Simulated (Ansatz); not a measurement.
Reactions of C$_{4}$H$_{6}$OS (`C=C(C)C(O)=S`).

Calculated with Ansatz (gas phase, PBE0-D4/def2-TZVP geometries, no zero-point term in ΔE). CBS: MP2 limit from def2 TZ/QZ plus the TZ coupled-cluster correction, frozen cores. This one scheme is used for every species. DFT in def2-TZVPP. Triplets are unrestricted, without spin–orbit coupling. For Se outer-core shells are correlated without core-valence functions, which leaves a few kJ/mol of doubt a bond. Scalar relativity is left out up to krypton. One conformer a species, not always the lowest.

| reaction | r2SCAN-D4 (kcal/mol) | B2PLYP (kcal/mol) | PBE0-D4 (kcal/mol) | ωB97M-V (kcal/mol) | CCSD(T)/CBS(def2) (kcal/mol) |
| --- | --- | --- | --- | --- | --- |
| `C=C(C)C(O)=S` → `O=C1CCSC1` | -8.5 | -7.9 | -12.4 | -11.5 | -9.7 |
| `C=C(C)C(O)=S` + H₂S → `OC(=S)S` + `C=CC` | 5.8 | 5.7 | 6.2 | 6.5 | 7.4 |
| `C=C(C)C(O)=S` + H₂Se → `OC(=S)[SeH]` + `C=CC` | 6.9 | 6.2 | 7.3 | 7.7 | 7.8 |
| `C=C(C)C(O)=S` → `[CH2]` (triplet) + `C=CC(O)=S` | 102.3 | 104.8 | 107.1 | 107.9 | 107.6 |
| `C=C(C)C(O)=S` + H₂ → `C=CC(O)=S` + CH₄ | -12.8 | -14.6 | -12.8 | -13.2 | -12.6 |
| `C=C(C)C(O)=S` + `[NH2][Al]([NH2])[OH]` → `C[O][Al]([NH2])[NH2]` + `C=CC(O)=S` | 17.7 | 16.7 | 17.7 | 17.4 | 18.8 |
| `C=C(C)C(O)=S` + HCl → `C=C(C)Cl` + `OC=S` | 17.2 | 16.1 | 17.3 | 16.7 | 17.5 |
| `C=C(C)C(O)=S` + H₂ → `C=C(C)C=S` + H₂O | -3.7 | -7.5 | -5.7 | -5.6 | -8.9 |
| `C=C(C)C(O)=S` → `C#COCCS` | 56.8 | 52.5 | 55.0 | 52.0 | 52.5 |
| `C=C(C)C(O)=S` + H₂ → `C=CC` + `OC=S` | 3.2 | -0.4 | 2.1 | 1.1 | 1.6 |

Largest T1 diagnostic: 0.018, for `C=CC(O)=S`.
